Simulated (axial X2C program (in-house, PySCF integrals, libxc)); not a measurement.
**RhBr: properties at the nuclei**

Computed with an axial X2C code built on PySCF integrals: two-component X2C with atomic mean-field Coulomb and Gaunt terms, Gaussian nuclei, basis Rh dyall-cv3z, Br dyall-cv3z with contracted cores.

R = 2.393 Å (near the PBE0 minimum at charge 0 of the determinant lowest at the starting distance; the state shown can have its own minimum elsewhere).

Input and command:
```json
{"zs": [45, 35], "q": 0, "bas": ["dyall-cv3z", "dyall-cv3z"], "r0": 2.39, "levels": ["PBE0", "HF", "PBE50", "B3LYP", "TPSSh"], "nst": 3}
```
```bash
python soeom.py task.json out
```

Keys: zs atomic numbers; q charge; bas basis sets; r0 starting distance in Å; levels methods; nst determinants followed.

Determinant lowest in the PBE0 search, Ω = 3 (⟨Sz⟩ = 0.99, ⟨Lz⟩ = 2.01 at PBE0), spin on the atoms Rh 0.97, Br 0.02:

| level | Eeff magnitude (GV/cm) | Ws magnitude Rh (kHz) | A∥/gI Rh (MHz) | qzz Rh (a.u.) | A∥/gI Br (MHz) | qzz Br (a.u.) | μ (D) |
| --- | --- | --- | --- | --- | --- | --- | --- |
| PBE0 | 1.93 | 0.289 | 573 | -0.96 | 10.8 | 4.52 | -4.90 |
| HF | 2.06 | 0.288 | 345 | -1.53 | -1.49 | 2.66 | -6.59 |
| PBE50 | 1.95 | 0.291 | 482 | -1.18 | 8.43 | 3.84 | -5.66 |
| B3LYP | 1.8 | 0.268 | 600 | -0.87 | 12.2 | 4.73 | -4.61 |
| TPSSh | 1.96 | 0.287 | 618 | -0.89 | 10.4 | 4.72 | -4.70 |

Eeff is the effective electric field on the electron electric dipole moment in this Ω state and Ws the scalar–pseudoscalar constant of the nucleus named (defined with the proton number Z and per Ω); A∥ (defined per Ω) follows by multiplying with gI = μI/(I μN); qzz is the electric field gradient, eQq0 = 234.96 MHz × Q/barn × qzz; μ is positive if the Br end (last atom) is positive. The operators were transformed with the bare-nucleus X2C matrices; with these basis sets, hyperfine constants and field gradients can be off by tens of per cent, and where levels differ in sign neither size nor sign is settled.

Question: With gI(103Rh) = -0.1768, Q(79Br) = 0.3087 barn (g factors from the IAEA table of nuclear moments by Stone; Q from Pyykkö, Mol. Phys. 2018), turn the PBE0 values of the first state into constants in MHz.

Answer: A∥(103Rh) = 573 × -0.1768 = -101 MHz; eQq0(79Br) = 234.96 × (0.3087) × (4.52) = 328 MHz.

Each state is one determinant with collinear spin, which with several unpaired electrons need not be a pure state. Unrestricted Hartree–Fock can overshoot spin polarisation at the nuclei. With several open shells hyperfine constants can be off by a factor of several. Open-shell Ω = 0 determinants with evenly filled partner blocks cannot be reached by this program, so the Ω shown need not be the lowest component. States lie within half an eV, so the first need not be the ground state. Further determinants of the search, some of them spin-mixed, are not shown. Where a field gradient or hyperfine factor spreads by more than a factor of two over the levels, a constant derived from it is not to be relied on.
